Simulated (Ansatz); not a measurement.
The same molecule with X = F, Cl, Br. Ansatz, PBE0-D4/def2-TZVP geometries, multiplicity 1.

Scalar relativity is left out up to krypton.

| X | molecule | mean X–Si bond length / Å | HOMO energy (PBE0/def2-TZVPP) / eV | HOMO–LUMO gap (ωB97M-V/def2-TZVPP) / eV | HOMO–LUMO gap (PBE/def2-TZVPP) / eV |
| --- | --- | --- | --- | --- | --- |
| F | `F[SiH]` | 1.612 | -6.97 | 8.47 | 2.31 |
| Cl | `[SiH]Cl` | 2.077 | -6.99 | 8.13 | 2.09 |

Q: Give the row for X = Br, `[SiH]Br`. (An estimate is asked.)

A: Computed: 
| X | molecule | mean X–Si bond length / Å | HOMO energy (PBE0/def2-TZVPP) / eV | HOMO–LUMO gap (ωB97M-V/def2-TZVPP) / eV | HOMO–LUMO gap (PBE/def2-TZVPP) / eV |
| --- | --- | --- | --- | --- | --- |
| Br | `[SiH]Br` | 2.245 | -6.98 | 7.95 | 2.00 |

From F to Br the mean X–Si bond length rises at each step, by 0.633 Å in all; the HOMO energy (PBE0/def2-TZVPP) hardly changes; the HOMO–LUMO gap (ωB97M-V/def2-TZVPP) falls at each step, by 0.52 eV in all; the HOMO–LUMO gap (PBE/def2-TZVPP) falls at each step, by 0.31 eV in all. Bonds lengthen as the atom grows down the group.

Spin–orbit coupling is left out; it splits and shifts lone-pair levels of the heavy atoms by tenths of an eV.
